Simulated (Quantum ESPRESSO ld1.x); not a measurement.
W2+, 72 electrons, occupied as [Xe] 4f14 5d4.

All-electron calculation, scalar-relativistic Kohn-Sham, LDA (Slater exchange, VWN5 correlation), spin-polarised, spherical densities, point nucleus; open shells are filled with parallel spins first. Program: ld1.x of Quantum ESPRESSO 7.5.

Energy parts (hartree):
| part | energy |
|---|---|
| total | -16132.295 |
| kinetic | 17774.372 |
| electron-nucleus | -39856.744 |
| Hartree | 6263.083 |
| exchange-correlation | -313.006 |

Orbitals (lengths in bohr, moments of r in powers of bohr; <r^-3> diverges for s and p1/2):
\begin{tabular}{lrrrr}
orbital & occ. & eigenvalue (hartree) & <1/r> & <r^-3> \\ \hline
1s down & 1 & -2552.45 & 87.05 & - \\
1s up & 1 & -2552.45 & 87.05 & - \\
2s up & 1 & -441.079 & 20.35 & - \\
2s down & 1 & -441.073 & 20.35 & - \\
2p up & 3 & -385.951 & 18.44 & 19740 \\
2p down & 3 & -385.946 & 18.44 & 19740 \\
3s up & 1 & -102.017 & 7.533 & - \\
3s down & 1 & -102.015 & 7.533 & - \\
3p up & 3 & -85.6956 & 6.957 & 4400 \\
3p down & 3 & -85.6928 & 6.957 & 4400 \\
3d up & 5 & -66.8941 & 6.575 & 565.6 \\
3d down & 5 & -66.8897 & 6.575 & 565.6 \\
4s up & 1 & -21.4903 & 3.205 & - \\
4s down & 1 & -21.4844 & 3.205 & - \\
4p up & 3 & -16.1343 & 2.911 & 1025 \\
4p down & 3 & -16.1283 & 2.911 & 1025 \\
4d up & 5 & -9.34703 & 2.590 & 112.7 \\
4d down & 5 & -9.33955 & 2.590 & 112.7 \\
5s up & 1 & -3.52916 & 1.251 & - \\
5s down & 1 & -3.47115 & 1.260 & - \\
5p up & 3 & -2.21690 & 1.050 & 147.1 \\
5p down & 3 & -2.14187 & 1.060 & 150.9 \\
4f up & 7 & -1.82458 & 2.081 & 19.04 \\
4f down & 7 & -1.80939 & 2.089 & 19.18 \\
5d up & 4 & -0.77652 & 0.6914 & 7.676 \\
5d down & 0 & -0.68360 & 0.6882 & 7.717 \\
\end{tabular}

The highest occupied level is 5d up at -21.130 eV. The density falls to 0.001 e/bohr^3 at r = 3.71 bohr.
